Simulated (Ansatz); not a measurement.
Consider the redistribution: `C[SiH](N)[SiH2]O` + `C[O][GeH3]` → `O[SiH2][GeH3]` + `CO[SiH](C)N`.

Gas-phase electronic energies from Ansatz, PBE0-D4/def2-TZVP geometries. CCSD(T)/CBS is the MP2 limit (def2-TZVPP, def2-QZVPP) plus CCSD(T) − MP2 in def2-TZVPP, frozen cores. DFT in def2-TZVPP. For Ge outer-core shells are correlated without core-valence functions, which leaves a few kJ/mol of doubt a bond. Scalar relativity is left out up to krypton. Each species was taken in one conformer, which may not be the lowest.

```
         level  ΔE (kcal/mol)
       ωB97M-V          -28.0
MP2/def2-TZVPP          -27.2
 HF/def2-QZVPP          -29.6
  HF/CBS(def2)          -29.6
```

What does CCSD(T)/CBS give? (An estimate is asked.)

The calculation gave: -27.8 kcal/mol. The listed levels differ from it by -0.2, 0.6, -1.8, -1.8 kcal/mol.

Largest T1 diagnostic among the species: 0.012.

From PBE to PBE0 (25 % exact exchange), in def2-TZVPP and without D4, ΔE moves by −1.7 kcal/mol. In def2-TZVPP, CCSD(T) changes the Hartree–Fock value by +2.6 kcal/mol (the triples alone add +0.8 kcal/mol) and MP2 by +2.1 kcal/mol.
